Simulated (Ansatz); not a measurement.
Consider the ligand exchange at the Sc–N bond: `[NH2][Sc]([OH])[F]` + H–F → `[OH][Sc]([F])[F]` + NH₃.

Computed with Ansatz on PBE0-D4/def2-TZVP structures; ΔE is electronic, products minus reactants. CCSD(T)/CBS adds triple-zeta CCSD(T) − MP2 to the extrapolated MP2 energy (def2 sets, frozen cores). This one scheme is used for every species. DFT in def2-TZVPP. For Sc outer-core shells are correlated without core-valence functions, which leaves a few kJ/mol of doubt a bond. Scalar relativity is left out up to krypton. One conformer a species, not always the lowest.

`[NH2][Sc]([OH])[F]`:

```xyz
7

N     0.146    1.422    0.257
Sc    0.407   -0.522    0.007
O    -1.096   -1.518   -0.481
F     2.117   -1.198    0.276
H     0.857    2.093    0.520
H    -0.723    1.927    0.146
H    -1.708   -2.205   -0.725
```

H–F:

Cartesian coordinates in Å:
```
F 0.069 0.083 -0.447
H -0.069 -0.083 0.447
```

`[OH][Sc]([F])[F]`:

Cartesian coordinates in Å:
```
O -0.190 0.084 -1.281
Sc 0.081 -0.036 0.547
F 1.729 0.356 1.284
F -1.291 -0.551 1.671
H -0.328 0.146 -2.221
```

NH₃:

Z-matrix (Å, degrees):
```
N
H 1 1.013
H 1 1.013 2 107.1
H 1 1.013 2 107.1 3 -114.5
```

```
             level  ΔE (kJ/mol)
        r2SCAN0-D4       -125.3
             BHLYP       -129.3
      MP2/def2-SVP       -139.7
CCSD(T)/def2-TZVPP       -119.2
```

(1) What does CCSD(T)/CBS give? (Best estimate.)

(2) What do rigid-rotor, harmonic-oscillator terms from PBE0-D4/def2-TZVP frequencies (298.15 K, 1 bar) make of the CCSD(T)/CBS value? (Estimate.)

Largest T1 diagnostic among the species: 0.017.

Results:

(1) Ansatz gave: -115.9 kJ/mol. The listed levels differ from it by -9.4, -13.4, -23.8, -3.3 kJ/mol.

(2) The calculation gave: ΔZPE = +5.5 kJ/mol, ΔH = -111.0 kJ/mol, ΔS = 4 J/(mol·K), ΔG = -112.1 kJ/mol.

Leaving LDA and LC-ωPBE aside and taking each functional with its dispersion term where it has one, the values, not all of them listed here, spread over 10.2 kJ/mol, from B97M-V to HSE06-D4. LDA lies +6.2 kJ/mol from PBE without D4. The D4 term adds +3.8 kJ/mol with B3LYP and +2.1 kJ/mol with PBE0; it sums over pairs of atoms, weighted by their polarisabilities, and B3LYP, whose exchange is more repulsive, gets the larger term. At CCSD(T), def2-SVP lies −22.9 kJ/mol from the extrapolated value and def2-TZVPP −3.3 kJ/mol.

B3LYP here is the variant with VWN-RPA as its local correlation; programs differ in this.
